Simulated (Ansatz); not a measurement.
Reaction (ligand exchange at the Si–Cl bond): `C=C[Si](Cl)(Cl)Cl` + H–F → `C=C[Si](F)(Cl)Cl` + HCl

Isolated molecules relaxed with PBE0-D4/def2-TZVP in Ansatz; ΔE leaves out vibrations. CBS: MP2 limit from def2 TZ/QZ plus the TZ coupled-cluster correction, frozen cores. This one scheme is used for every species. Functionals use def2-TZVPP. B3LYP here is the variant with VWN-RPA as its local correlation; programs differ in this. HSE06 is defined as in plane-wave codes. One conformer a species, not always the lowest.

| level | ΔE (kJ/mol) | difference from CCSD(T)/CBS |
| --- | --- | --- |
| LDA (SPW92) | -43.6 | 0.5 |
| revPBE-D4 | -35.2 | 8.9 |
| BLYP-D4 | -47.8 | -3.7 |
| r2SCAN-D4 | -50.0 | -5.9 |
| B97M-V | -53.6 | -9.5 |
| PBE0-D4 | -39.6 | 4.5 |
| B3LYP-D4 | -48.9 | -4.8 |
| r2SCANh-D4 | -49.1 | -5.0 |
| r2SCAN0-D4 | -48.0 | -3.9 |
| HSE06-D4 | -39.3 | 4.8 |
| BHLYP-D4 | -51.6 | -7.5 |
| CAM-B3LYP-D4 | -56.0 | -11.9 |
| ωB97X-V | -49.6 | -5.5 |
| B2PLYP | -53.2 | -9.1 |
| PBE-QIDH | -42.9 | 1.2 |
| PBE | -44.4 | -0.3 |
| revPBE | -45.2 | -1.1 |
| BLYP | -58.8 | -14.7 |
| r2SCAN | -51.3 | -7.2 |
| PBE0 | -44.4 | -0.3 |
| B3LYP | -57.9 | -13.8 |
| r2SCANh | -50.5 | -6.4 |
| r2SCAN0 | -49.6 | -5.5 |
| HSE06 | -43.9 | 0.2 |
| CAM-B3LYP | -61.2 | -17.1 |
| LC-ωPBE | -50.3 | -6.2 |
| RPA@PBE/def2-TZVPP | -53.4 | -9.3 |
| HF/def2-SVP | -54.4 | -10.3 |
| MP2/def2-SVP | -43.8 | 0.3 |
| CCSD/def2-SVP | -49.7 | -5.6 |
| CCSD(T)/def2-SVP | -48.1 | -4.0 |
| HF/def2-TZVPP | -66.2 | -22.1 |
| MP2/def2-TZVPP | -40.7 | 3.4 |
| SCS-MP2/def2-TZVPP | -48.4 | -4.3 |
| CCSD/def2-TZVPP | -53.3 | -9.2 |
| MP2/def2-QZVPP | -38.1 | 6.0 |
| SCS-MP2/def2-QZVPP | -45.9 | -1.8 |
| HF/CBS(def2) | -68.4 | -24.3 |
| MP2/CBS(def2) | -34.9 | 9.2 |
| CCSD/CBS(def2) | -47.6 | -3.5 |
| CCSD(T)/CBS | -44.1 | 0 |

**Question.** What do rigid-rotor, harmonic-oscillator terms from PBE0-D4/def2-TZVP frequencies (298.15 K, 1 bar) make of the CCSD(T)/CBS value? (Estimate.)

**Answer.** The calculation gave: ΔZPE = -3.6 kJ/mol, ΔH = -48.6 kJ/mol, ΔS = 3 J/(mol·K), ΔG = -49.4 kJ/mol.

Largest T1 diagnostic among the species: 0.011.

At CCSD(T), def2-SVP lies −4.0 kJ/mol from the extrapolated value and def2-TZVPP −5.7 kJ/mol. Leaving LDA and LC-ωPBE aside and taking each functional with its dispersion term where it has one, the values spread over 20.8 kJ/mol, from CAM-B3LYP-D4 to revPBE-D4. The D4 term adds +9.0 kJ/mol with B3LYP and +4.8 kJ/mol with PBE0; it sums over pairs of atoms, weighted by their polarisabilities, and B3LYP, whose exchange is more repulsive, gets the larger term.
